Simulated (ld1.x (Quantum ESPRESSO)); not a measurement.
**Which change was made? (Pb, TM)**

```
Element                 : Pb
Generator               : ld1.x (Quantum ESPRESSO) 7.5
Type                    : norm-conserving Troullier–Martins (Kleinman–Bylander form)
Functional              : PBEsol
Relativity              : fully relativistic
Frozen core             : [Xe] 4f14
Valence charge          : 14
Reference configuration : 5d10 6s2 6p2
Partial waves           : 6s (bound): rc 1.45 bohr; 6p (bound): rc 2.80 bohr; 5d (bound): rc 1.50 bohr
Local potential         : the d channel
Core correction         : none
```

Open shells are filled in proportion to 2j + 1 (rel_dist='average').

Cutoffs, loose and tight: the cutoffs (Ry, on a coarse ladder) from which the occupation-weighted sum of valence levels, in a spherical-Bessel basis at the reference potential, stays within 10 and 1 mRy of its value at 400 Ry. They do not see the model core or the augmentation charge, which bear on the density cutoff. Test errors are all-electron minus pseudo excitation energies from the reference, over the configurations 5d10 6s2 6p1; 5d10 6s2 6p0; 5d10 6s1 6p0; 5d9 6s2 6p2; 5d10 6s0 6p0; 5d10 6s2 6p1.5; 5d9 6s2 6p3; variants that change the core or the reference have their own tests. The largest error is taken over the tests solved by every variant that gives reliable tests at all, those not shown here included: 5d10 6s0 6p0; 5d10 6s1 6p0; 5d10 6s2 6p0.

The base gives: outcome: generated, misses its reference levels by 1.59 eV; cutoff, loose: 90 Ry; cutoff, tight: 180 Ry; bound ghosts: s, p3/2, d3/2 (extra level of the local part), p1/2; largest test error (meV): +176.

Question: After one change the result is: outcome: generated, misses its reference levels by 1.58 eV; cutoff, loose: 90 Ry; cutoff, tight: 180 Ry; bound ghosts: s, d3/2 (extra level of the local part), p3/2; largest test error (meV): +166. Which change was it?
A. wave 5d (bound): rc 1.50 bohr becomes 5d (bound): rc 1.26 bohr
B. wave 5d (bound): rc 1.50 bohr becomes 5d (bound): rc 2.30 bohr
C. wave 5d (bound): rc 1.50 bohr becomes 5d (bound): rc 1.00 bohr

Answer: B. The others give: wave 5d (bound): rc 1.50 bohr becomes 5d (bound): rc 1.00 bohr → outcome: generated, misses its reference levels by 1.60 eV; cutoff, loose: 160 Ry; cutoff, tight: 300 Ry; bound ghosts: s, p3/2, p1/2, d3/2 (extra level of the local part); largest test error (meV): +174 | wave 5d (bound): rc 1.50 bohr becomes 5d (bound): rc 1.26 bohr → outcome: generated, misses its reference levels by 6.32 eV; bound ghosts: not determined; largest test error (meV): +1649.
